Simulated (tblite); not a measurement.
Compound: C₄H₈OSSi₃.
Bonds: C1–C2 (aromatic), C2–S3 (aromatic), S3–C4 (aromatic), C4–Si5, Si5–Si6, Si6–O7, O7–Si8, C4–C9 (aromatic), C1–C9 (aromatic), Si5–Si8. Hydrogens: H10 on C1; H11 on C2; H12 on Si5; H13, H14 on Si6; H15, H16 on Si8; H17 on C9.

A start from a force field or distance geometry was refined with GFN2-xTB geometry optimisation, gas phase (tblite). Values at the start:

```
    coordinate    start
         C1–C2  1.346 Å
         C1–C9  1.339 Å
        C1–H10  1.126 Å
         C2–S3  1.847 Å
        C2–H11  1.081 Å
         S3–C4  1.910 Å
        C4–Si5  1.812 Å
         C4–C9  1.358 Å
       Si5–Si6  2.215 Å
       Si5–H12  1.470 Å
        Si6–O7  1.726 Å
       Si6–H13  1.492 Å
       Si6–H14  1.469 Å
        C9–H17  1.136 Å
      C1–C2–S3   104.5°
      C1–C9–C4   121.1°
      C2–C1–C9   120.1°
     S3–C4–Si5   129.1°
      S3–C4–C9   101.8°
    C4–Si5–Si6   117.5°
    Si5–Si6–O7    89.5°
    Si6–O7–Si8   105.1°
 S3–C4–Si5–Si6      87°
 C4–Si5–Si8–O7    -120°
Si5–Si6–O7–Si8      -8°
Si6–O7–Si8–Si5       8°
```

**Question.** How do these coordinates change at the GFN2-xTB level?

**Answer.** 
```tsv
coordinate	GFN2-xTB (Å or °)	change
S3–C4	1.734	-0.176
Si5–Si6	2.348	+0.133
C2–S3	1.718	-0.129
C1–C9	1.410	+0.071
Si6–O7	1.662	-0.064
C4–Si5	1.873	+0.061
C9–H17	1.076	-0.060
C1–H10	1.076	-0.050
Si6–H13	1.462	-0.030
C1–C2	1.358	+0.012
Si6–H14	1.460	-0.009
C2–H11	1.072	-0.009
C4–C9	1.366	+0.008
Si5–H12	1.477	+0.007
Si6–O7–Si8	116.1	+11.0
S3–C4–C9	110.3	+8.5
S3–C4–Si5	120.6	-8.5
C2–C1–C9	112.3	-7.8
C1–C2–S3	112.0	+7.5
C1–C9–C4	113.8	-7.3
Si5–Si6–O7	85.0	-4.5
C4–Si5–Si6	119.4	+1.9
S3–C4–Si5–Si6	136	+49
Si5–Si6–O7–Si8	-4	+4
Si6–O7–Si8–Si5	4	-4
C4–Si5–Si8–O7	-118	+2
```

The energy falls by 1.540 eV over 164 L-BFGS steps, the largest force on an atom goes from 4.64 to 0.008 eV/Å, and the atoms move by 0.659 Å rms after alignment. The bond that changes most is S3–C4 (thiophene-type sulfur to substituted aromatic carbon), which shortens by 0.176 Å. Bonds longer at the end by more than 0.005 Å: 8 of 18; shorter: 10. Among the dihedrals that turn most is S3–C4–Si5–H12, from -54° to 0°. Rotational constants go from 1966, 488.4, 435.2 to 1990, 448.5, 446.2 MHz.

Hardware: Arm Neoverse N1, one thread (shared host). Cost: 3.2 s.

Its lowest GFN2-xTB frequency is 15 cm⁻¹, too small to tell a flat minimum from a shallow saddle. One conformer, not necessarily the lowest.

The numbers are calculated, not measured.
